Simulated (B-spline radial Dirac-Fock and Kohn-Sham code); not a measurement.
# Subshell photoionisation cross sections of V³⁺ against photon energy

System: vanadium as V³⁺, [Ar] 3d2.

Level of theory: the independent-particle Dirac-Slater model, thresholds from Dirac-Fock; a radial B-spline solver. Values are in kb; a dash marks an energy below the computed threshold.

```tsv
hν (eV)	2s	2p3/2	3p3/2	3d3/2	3d5/2
53.1	–	–	–	1500	2250
147	–	–	811	228	339
152	–	–	794	209	312
360	–	–	247	17.8	26.4
509	–	–	125	5.91	8.76
1050	94.2	232	23.2	0.494	0.729
1230	71.5	150	15.5	0.277	0.409
4470	4.88	2.90	0.361	0.00161	0.00235
8290	1.08	0.357	0.0463	0.000110	0.000160
11500	0.462	0.112	0.0148	2.61e-05	3.75e-05
11600	0.451	0.109	0.0144	2.51e-05	3.60e-05
13400	0.307	0.0647	0.00861	1.31e-05	1.87e-05
22900	0.0699	0.00896	0.00122	1.07e-06	1.51e-06
25200	0.0532	0.00626	0.000850	6.86e-07	9.67e-07
40800	0.0131	0.00100	0.000137	7.61e-08	1.05e-07
88500	0.00126	5.11e-05	7.08e-06	2.06e-09	2.75e-09
99100	0.000892	3.31e-05	4.60e-06	1.22e-09	1.64e-09
135000	0.000344	1.03e-05	1.43e-06	3.09e-10	4.15e-10
157000	0.000216	5.89e-06	8.19e-07	1.63e-10	2.18e-10
```

At 157000 eV the multipoles beyond E1 give 38.3 % of 2s, 49.7 % of 2p3/2, 49.6 % of 3p3/2, 70.0 % of 3d3/2, 70.5 % of 3d5/2.

Run: 1.4 s of CPU time on 1 thread of AMD EPYC 9R45 96-Core Processor (shared host), peak memory 0.38 GiB.
